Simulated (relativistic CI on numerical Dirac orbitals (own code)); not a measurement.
# A ladder of approximations for the levels of Zr IV

Calculated with a relativistic CI code on KLI orbitals (one set per configuration, finite nucleus), adding one ingredient at a time: step 1, Dirac-Coulomb, each configuration alone; step 2, with Breit and QED terms; step 3, with configuration mixing; step 4, with scaled Slater integrals (0.85); step 5, with a P86 correlation estimate; step 6, tied to the ionisation limit. P86 is a density functional for the correlation energy, evaluated here for each configuration and added to its levels. Step 6 is semi-empirical: configurations made of the next ion and one excited electron move by 1069 cm⁻¹, so that their limit matches the tabulated ionisation energy, and those with a non-penetrating f or g electron also take the P86 value of the least penetrating other one.

Configurations in the expansion (outside the closed core [Ar] 3d10 4s2): 4p⁶4d, 4p⁶5s, 4p⁶5p, 4p⁶5d, 4p⁶6s, 4p⁶4f, 4p⁶6p, 4p⁶6d, 4p⁶7s, 4p⁶5f, 4p⁶5g, 4p⁶7p, 4p⁶6f, 4p⁶8s, 4p⁵4d².

Computed minus measured energy above the ground level, in cm⁻¹, for 14 of the 23 excited levels that pair in every step (one J of a term; a digit in brackets numbers repeated terms):

| Configuration | Term | J | Measured | Step 1 | Step 2 | Step 3 | Step 4 | Step 5 | Step 6 |
| --- | --- | --- | --- | --- | --- | --- | --- | --- | --- |
| 4p⁶4d | 2D | 5/2 | 1251 | -77 | -138 | -138 | -138 | -138 | -138 |
| 4p⁶5s | 2S | 1/2 | 38258 | -1120 | -919 | -925 | -925 | 3382 | 4452 |
| 4p⁶5p | 2P° | 1/2 | 81976 | -2800 | -2637 | -2842 | -2793 | 2045 | 3114 |
| 4p⁶5d | 2D | 3/2 | 146652 | -5004 | -4935 | -4936 | -4936 | 128 | 1198 |
| 4p⁶6s | 2S | 1/2 | 152513 | -5661 | -5532 | -5529 | -5529 | 252 | 1322 |
| 4p⁶4f | 2F° | 5/2 | 159067 | -3013 | -2949 | -5623 | -4943 | 4256 | 3093 |
| 4p⁶6p | 2P° | 1/2 | 169810 | -5995 | -5878 | -5971 | -5949 | 315 | 1384 |
| 4p⁶6d | 2D | 3/2 | 197765 | -6688 | -6612 | -6609 | -6609 | 149 | 1218 |
| 4p⁶7s | 2S | 1/2 | 200124 | -6999 | -6894 | -6891 | -6891 | -340 | 729 |
| 4p⁶5f | 2F° | 5/2 | 201114 | -4588 | -4522 | -7052 | -6467 | 2630 | 1522 |
| 4p⁶5g | 2G | 7/2 | 206864 | -7751 | -7667 | -7667 | -7667 | 1406 | 476 |
| 4p⁶7p | 2P° | 1/2 | 208783 | -7074 | -6973 | -7029 | -7016 | -213 | 856 |
| 4p⁶6f | 2F° | 5/2 | 224420 | -5569 | -5498 | -7470 | -7079 | 1918 | 883 |
| 4p⁶8s | 2S | 1/2 | 224813 | -7541 | -7446 | -7443 | -7443 | -370 | 699 |

Mean absolute errors in cm⁻¹, over all paired levels and for the first 12 configurations:

| Configuration, levels | Step 1 | Step 2 | Step 3 | Step 4 | Step 5 | Step 6 |
| --- | --- | --- | --- | --- | --- | --- |
| all, 23 | 5170 | 5082 | 5721 | 5573 | 1321 | 1501 |
| 4p⁶4d, 1 | 77 | 138 | 138 | 138 | 138 | 138 |
| 4p⁶5s, 1 | 1120 | 919 | 925 | 925 | 3382 | 4452 |
| 4p⁶5p, 2 | 2894 | 2750 | 2926 | 2884 | 1955 | 3024 |
| 4p⁶5d, 2 | 5005 | 4942 | 4943 | 4943 | 121 | 1191 |
| 4p⁶6s, 1 | 5661 | 5532 | 5529 | 5529 | 252 | 1322 |
| 4p⁶4f, 2 | 3046 | 2983 | 5615 | 4944 | 4258 | 3095 |
| 4p⁶6p, 2 | 6034 | 5925 | 6006 | 5987 | 278 | 1346 |
| 4p⁶6d, 2 | 6689 | 6616 | 6613 | 6613 | 145 | 1214 |
| 4p⁶7s, 1 | 6999 | 6894 | 6891 | 6891 | 340 | 729 |
| 4p⁶5f, 2 | 4628 | 4562 | 7044 | 6466 | 2637 | 1527 |
| 4p⁶5g, 2 | 7752 | 7668 | 7667 | 7667 | 1405 | 475 |
| 4p⁶7p, 2 | 7093 | 6996 | 7045 | 7034 | 230 | 838 |

Measured levels: measured levels as listed in Rauch et al., Astron. Astrophys. 599, A142 (2017).

Task: What does each ingredient do to the ground and the excited configurations, and where is the model closest to experiment?

Result: The Breit and QED terms change the top of the ground term (measured 1251) from 1173 to 1113. Mixing lowers the ground level by 1; relative to it the configurations that move most are 4p⁶4f by -2632, 4p⁶5f by -2482, 4p⁶6f by -1931. The P86 estimate moves 4p⁶4f by +9203, 4p⁶5f by +9103, 4p⁶5g by +9072, and takes the mean absolute error of the excited configurations from 5820 to 1375. Step 6 takes that error from 1375 to 1563; 4p⁶5g, 4p⁶6f gain from the shift and the changed P86 value together; it grows for 4p⁶5p, 4p⁶5d, 4p⁶6s, 4p⁶6p, 4p⁶6d, 4p⁶7s, 4p⁶7p, 4p⁶8s. The shift fits the limit, so it does little for low levels whose errors differ from those near the limit. The mean absolute error is lowest at step 5 (1321 cm⁻¹), and the largest single drop is from step 4 to 5 (5573 to 1321).
